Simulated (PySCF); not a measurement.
From one molecule to another.

First species: C4H6B (charge +1).
InChI=1S/C4H6B/c5-3-4-1-2-4/h1-2H,3,5H2/q+1

Second species: C₃H₆O₂S.
Z-matrix (Å and degrees, PBE0-D3(BJ)/def2-SVP geometry), rows numbered from 1:
```
C 
C   1  1.3285
S   2  1.7779  1  119.35
C   3  1.7843  2  103.84  1  -114.76
O   3  1.4609  2  108.26  1    -0.74
O   3  1.4592  2  107.04  1   131.51
H   1  1.0933  2  121.45  3  -175.87
H   1  1.0946  2  119.72  3     3.19
H   2  1.0939  1  125.44  3   175.03
H   4  1.0974  3  109.49  2   -59.92
H   4  1.0970  3  109.27  2    63.09
H   4  1.0989  3  105.09  2  -178.20
```

Levels: B3LYP/def2-SVPD for HOMO energy, LUMO energy, HOMO–LUMO gap, static isotropic polarisability and electronic spatial extent ⟨r²⟩ about the centre of nuclear charge; TDDFT B3LYP/def2-SVPD for lowest singlet excitation; TDA B3LYP/def2-SVPD for lowest triplet excitation (Tamm–Dancoff); ΔSCF B3LYP/def2-SVPD for vertical ionisation energy; PBE0-D3(BJ)/def2-SVP for rotational constant A and rotational constant C. Geometries: PBE0-D3(BJ)/def2-SVP. Each structure is a single optimised conformer of the isolated species, non-relativistic unless stated. Electronic properties by PySCF.

The conformers computed, where there is a choice (atom-mapped SMILES and torsion angles):
- `[BH2:1][CH2:2][c+:3]1[cH:4][cH:5]1`: B1–C2–C3–C4 88°
- `[CH2:1]=[CH:2][S:3]([CH3:4])(=[O:5])=[O:6]`: C1–C2–S3–C4 -115°

Values for the first species:

```
HOMO energy                                                       : -13.96 eV
LUMO energy                                                       : -7.25 eV
HOMO–LUMO gap                                                     : 6.71 eV
Lowest singlet excitation                                         : 5.78 eV
Lowest triplet excitation (Tamm–Dancoff)                          : 5.21 eV
Static isotropic polarisability                                   : 50.9 au
Vertical ionisation energy                                        : 16.76 eV
Electronic spatial extent ⟨r²⟩ about the centre of nuclear charge : 413 bohr²
Rotational constant A                                             : 14.631 GHz
Rotational constant C                                             : 3.253 GHz
```

(1) Estimate the same properties for the second species, and the change in each.

Answers

(1) 
```json
{"property": "HOMO energy", "first": "-13.96 eV", "second": "-8.23 eV", "second less first": "+5.73 eV"}
{"property": "LUMO energy", "first": "-7.25 eV", "second": "-1.57 eV", "second less first": "+5.68 eV"}
{"property": "HOMO–LUMO gap", "first": "6.71 eV", "second": "6.66 eV", "second less first": "-0.05 eV"}
{"property": "lowest singlet excitation", "first": "5.78 eV", "second": "5.61 eV", "second less first": "-0.17 eV"}
{"property": "lowest triplet excitation (Tamm–Dancoff)", "first": "5.21 eV", "second": "4.35 eV", "second less first": "-0.86 eV"}
{"property": "static isotropic polarisability", "first": "50.9 au", "second": "65.2 au", "second less first": "+14.3 au"}
{"property": "vertical ionisation energy", "first": "16.76 eV", "second": "10.45 eV", "second less first": "-6.31 eV"}
{"property": "electronic spatial extent ⟨r²⟩ about the centre of nuclear charge", "first": "413 bohr²", "second": "633 bohr²", "second less first": "+220 bohr²"}
{"property": "rotational constant A", "first": "14.631 GHz", "second": "4.435 GHz", "second less first": "-10.196 GHz"}
{"property": "rotational constant C", "first": "3.253 GHz", "second": "2.472 GHz", "second less first": "-0.781 GHz"}
```

On the first: S1 lies 0.93 eV below the HOMO–LUMO gap; its leading configuration is HOMO→LUMO, weight 0.75. The vertical singlet–triplet gap S1 − T1 is 0.57 eV (TDDFT singlet less Tamm–Dancoff triplet).

On the second: The ΔSCF ionisation energy exceeds −ε(HOMO) by 2.22 eV with B3LYP. No computed singlet falls in the visible range (750 to 380 nm, 1.65 to 3.26 eV); S1 lies 2.35 eV above its blue end.
